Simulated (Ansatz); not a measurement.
`FCC([SiH3])Cl` and `[SiH3]C(Cl)I` differ in one atom or group.

Ansatz, PBE0-D4/def2-TZVP geometries, multiplicity 1. Each molecule was computed in one conformer, which needn't be the lowest.

Elements past krypton have def2 core potentials.

```
                             property  `FCC([SiH3])Cl`
 HOMO–LUMO gap (PBE0/def2-TZVPP) / eV             8.36
   LUMO energy (PBE0/def2-TZVPP) / eV             0.09
   HOMO energy (PBE0/def2-TZVPP) / eV            -8.27
HOMO–LUMO gap (B3LYP/def2-TZVPP) / eV             7.89
    HOMO energy (PBE/def2-TZVPP) / eV            -6.93
  HOMO–LUMO gap (PBE/def2-TZVPP) / eV             6.02
```

(1) What does the change do to each property? (Best estimate.)

Answers

(1) The calculation gave: 
```tsv
property	`[SiH3]C(Cl)I`	shift
HOMO–LUMO gap (PBE0/def2-TZVPP) / eV	5.93	-2.43
LUMO energy (PBE0/def2-TZVPP) / eV	-1.62	-1.71
HOMO energy (PBE0/def2-TZVPP) / eV	-7.55	0.72
HOMO–LUMO gap (B3LYP/def2-TZVPP) / eV	5.47	-2.42
HOMO energy (PBE/def2-TZVPP) / eV	-6.39	0.54
HOMO–LUMO gap (PBE/def2-TZVPP) / eV	3.88	-2.14
```

With PBE0 the HOMO rises by 0.72 eV and the LUMO falls by 1.71 eV, so the gap narrows by about 2.43 eV. PBE moves the HOMO by 0.54 eV and ωB97M-V by 0.81 eV.

B3LYP here is the variant with VWN-RPA as its local correlation; programs differ in this.

Spin–orbit coupling is left out; it splits and shifts lone-pair levels of the heavy atoms by tenths of an eV.
